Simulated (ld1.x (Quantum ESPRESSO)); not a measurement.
## As (Z = 33) TM semilocal: all-electron and pseudo phase curves

ld1.x (Quantum ESPRESSO) 7.5 input, shortened:

```
&input
   title='As', zed=33., rel=1, dft='PZ', iswitch=3,
   config='[Ar] 3d10 4s2 4p3 4f-2'
 /
 &inputp
   pseudotype=1, tm=.true., lloc=0,
   nlcc=.true., new_core_ps=.true., rcore=0.55
 /
4
4P  2  1   3.00   0.00  1.85  1.85  0.0
3D  3  2  10.00   0.00  1.15  1.15  0.0
4F  4  3  -2.00   0.05  1.50  1.50  0.0
4S  1  0   2.00   0.00  1.60  1.60  0.0
 &test
   configts(1)='3d10 4s2 4p3'
 /
```

The phase is arctan(r·u′/u) with u = r·R(r), unwrapped; energies in Ry, scanned from -5 to 5 Ry. A pole is an energy at which the radial function vanishes at the test radius. The pseudo phase is shifted by a multiple of π to meet the all-electron one at the reference energy, and phase errors are pseudo minus all-electron; the curves can meet again beyond the range given. Levels narrower than the energy grid can be missing from the lists of poles.

```csv
channel,radius (bohr),reference energy (Ry),"poles, all-electron","poles, pseudo",unbroken range about the reference energy with phases within 0.05 rad,phase error 1 Ry above the reference energy (rad)
s,2.01,-1.08,1.39,1.33,below 4.2,-0.002
p,2.01,-0.39,2.96,2.82,the whole range,-0.004
d,2.01,-3.01,-2.94,-2.94,below 0.7,+0.002
f,2.01,0.05,none,none,the whole range,+0.000
```

Phases in the d channel:

| E (Ry) | all-electron | pseudo |
| --- | --- | --- |
| -5.00 | 1.342 | 1.343 |
| -4.48 | 1.325 | 1.326 |
| -3.96 | 1.300 | 1.300 |
| -3.44 | 1.235 | 1.236 |
| -2.92 | -1.605 | -1.605 |
| -2.40 | -1.808 | -1.806 |
| -1.88 | -1.857 | -1.854 |
| -1.36 | -1.900 | -1.896 |
| -0.84 | -1.951 | -1.945 |
| -0.32 | -2.021 | -2.010 |
| 0.20 | -2.128 | -2.106 |
| 0.72 | -2.312 | -2.264 |
| 1.24 | -2.669 | -2.553 |
| 1.76 | -3.309 | -3.088 |
| 2.28 | -3.925 | -3.730 |
| 2.80 | -4.258 | -4.137 |
| 3.32 | -4.432 | -4.351 |
| 3.84 | -4.536 | -4.474 |
| 4.36 | -4.605 | -4.554 |
| 4.88 | -4.656 | -4.610 |
